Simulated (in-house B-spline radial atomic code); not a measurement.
Ca⁺. Computed with a B-spline radial atomic code. Model: non-relativistic spherical atom: semilocal Troullier-Martins pseudo-atom, one channel per l, against all electrons, high spin, G0W0 and RPA with empty states to l = 8, local potential for every l without a channel, a model core (radius 0 = none) keeps its share of the functional.

What the tables leave out is listed at the end.

The pseudopotential gives back the lowest level of each angular momentum of its own functional in the configuration it was made in; a second state of the same l is only approximately right. Exact exchange, RPA and GW see the smooth pseudo-orbitals and miss the exchange with the core, for which the functional's share stands in. The column with an uncorrelated core keeps all orbitals and exact exchange, and so separates missing core correlation from pseudisation. Only the three outermost levels and the lowest empty one were computed. RPA here is direct RPA, with no exchange kernel, and its energies carry an (l + 1/2)⁻⁴ tail. A hybrid on a potential with a model core restores only its own semilocal share of the core's exchange.

Command:
```bash
python run_psgw.py task.json out
```
Settings (lengths in bohr, energies in hartree):
```
Z                      20
electrons              19
configuration          [Ar] 4s1
generated_in           [Ar] 4s2
functional             pbe,pbe
core_shells            4
radius_factor          1.15
core_correction        True
ion_configuration      [Ne] 3s2 3p6
```

Run time, properties included: 17 s on 1 thread of Intel(R) Xeon(R) 6975P-C (Granite Rapids), with other jobs on the host.

Given: made with PBE; model core radius 0.649 bohr; local radius 1.535 bohr; mean-field start PBE.

Valence shells of the generating configuration: 3p, 4s.

Channel: s 3.4, p 1.206, d 2.76 (radii in bohr).

Computed: largest level miss in the spin-unpolarised generating configuration 0 eV; valence RPA correlation energy pseudo -0.49541 hartree; all-electron RPA polarisability, core included 47.099 bohr³; pseudo-atom RPA polarisability 47.03 bohr³; ionisation by mean-field pseudo minus all 0 eV; ionisation by RPA all-electron 12.44 eV; ionisation by RPA pseudo minus all 0.444 eV.

| level | occupied | mean-field all-electron (eV) | mean-field pseudo minus all (eV) | G0W0 all-electron (eV) | G0W0 uncorrelated core minus all (eV) | G0W0 pseudo minus all (eV) | exchange self-energy all-electron (eV) | exchange self-energy pseudo (eV) |
| --- | --- | --- | --- | --- | --- | --- | --- | --- |
| 4s up | 1 | -9.3035 | 0.004 | -12.315 | 0.014 | -0.29 | -8.2971 | -8.0832 |
| 3d up (empty) | 0 | -8.6167 | 0.034 | -4.407 | 0.227 | 0.243 | -7.4205 | -5.1863 |

**Question.** What is the valence RPA correlation energy all-electron orbitals?

**Answer.** -0.36687 hartree.

**Question.** What is the ionisation by mean-field all-electron?

**Answer.** 11.99 eV.

Given: mean-field start PBE0.

Computed: valence RPA correlation energy all-electron orbitals -0.33516 hartree; valence RPA correlation energy pseudo -0.46033 hartree; all-electron RPA polarisability, core included 39.667 bohr³; ionisation by mean-field pseudo minus all 0.187 eV; ionisation by RPA all-electron 12.235 eV; ionisation by RPA pseudo minus all 0.412 eV.

```json
{"level": "4s up", "occupied": "1", "mean-field all-electron (eV)": "-9.9147", "mean-field pseudo minus all (eV)": "-0.139", "G0W0 all-electron (eV)": "-12.285", "G0W0 uncorrelated core minus all (eV)": "0.015", "G0W0 pseudo minus all (eV)": "-0.346", "exchange self-energy all-electron (eV)": "-8.1837", "exchange self-energy pseudo (eV)": "-8.2811"}
{"level": "4s down (empty)", "occupied": "0", "mean-field all-electron (eV)": "-7.3449", "mean-field pseudo minus all (eV)": "-0.128", "G0W0 all-electron (eV)": "-6.2355", "G0W0 uncorrelated core minus all (eV)": "0.017", "G0W0 pseudo minus all (eV)": "-0.273", "exchange self-energy all-electron (eV)": "-1.4253", "exchange self-energy pseudo (eV)": "-1.3996"}
```

**Question.** What is the ionisation by mean-field all-electron?

**Answer.** 11.875 eV.

**Question.** What is the pseudo-atom RPA polarisability?

**Answer.** 37.085 bohr³.

Among the listed levels the largest G0W0 shift of the pseudo-atom is -0.35 eV, for 4s up on the PBE0 start, while leaving the core uncorrelated moves that level by +0.01 eV. So pseudisation and the lost core exchange, not the missing core correlation, make the error. Not in the tables (levels of low weight, unsolved or above zero; the highest and the empty levels are kept at any weight): on PBE the G0W0 levels 3p down (pseudo minus all +0.48 eV, weights 0.50 and 0.37), 3p up (pseudo minus all +0.86 eV, weights 0.41 and 0.37); on PBE0 the G0W0 levels 3p down (pseudo minus all +1.16 eV, weights 0.55 and 0.75), 3p up (pseudo minus all +1.24 eV, weights 0.48 and 0.74); no Hartree-Fock pseudo-atom is run with a model core.
